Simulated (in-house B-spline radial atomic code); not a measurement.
# Binding energies in the vanadium ion V⁺

NIST's tabulated ground configuration is [Ar] 3d4; each binding energy is the energy of the ion with one electron taken from that subshell, relaxed, less that of the parent. Method: Dirac-Hartree-Fock, average of configuration, Fermi nucleus of rms radius 3.6002 fm. Calculated with a radial B-spline atomic code at the basis-set limit. Energies include first-order Breit, QED and recoil terms.

| subshell | X-ray name | binding energy (eV) | -ε (eV) | relaxation (eV) |
| --- | --- | --- | --- | --- |
| 1s | K | 5479 | 5525.7 | 39.1 |
| 2s | L1 | 642.2 | 659.9 | 17.1 |
| 2p1/2 | L2 | 534.3 | 553.3 | 18.5 |
| 2p3/2 | L3 | 527.4 | 546.1 | 18.3 |
| 3s | M1 | 85.75 | 90.35 | 4.53 |
| 3p1/2 | M2 | 54.68 | 58.76 | 4.03 |
| 3p3/2 | M3 | 53.9 | 57.88 | 3.96 |
| 3d | M4,5 | 12.58 | 14.69 | 2.12 |

Relaxation = -ε minus the binding energy without Breit, QED and recoil terms.

Emission lines follow as differences of binding energies, with λ = 12398.42 eV·Å / E:

```
 line       holes  energy (eV)  wavelength (Å)
 K-L3  1s → 2p3/2       4951.6          2.5039
 K-L2  1s → 2p1/2       4944.7          2.5074
 K-M3  1s → 3p3/2       5425.1          2.2854
L1-M3  2s → 3p3/2        588.3          21.075
L3-M1  2p3/2 → 3s        441.6          28.073
```

Q: What screening constant σ does Moseley's law, E = (3/4)·13.6057 eV·(Z - σ)², need for K-L3?

A: σ = 0.97.

Q: What does it cost to remove both a 2s and a 3d electron?

A: 672.03 eV, which is 17.24 eV more than the two single binding energies together.

Q: What does it cost to remove both a 2p1/2 and a 3s electron?

A: 640.45 eV, which is 20.36 eV more than the two single binding energies together.

Q: What does it cost to remove both a 1s and a 3p3/2 electron?

A: 5554.3 eV, which is 21.39 eV more than the two single binding energies together.
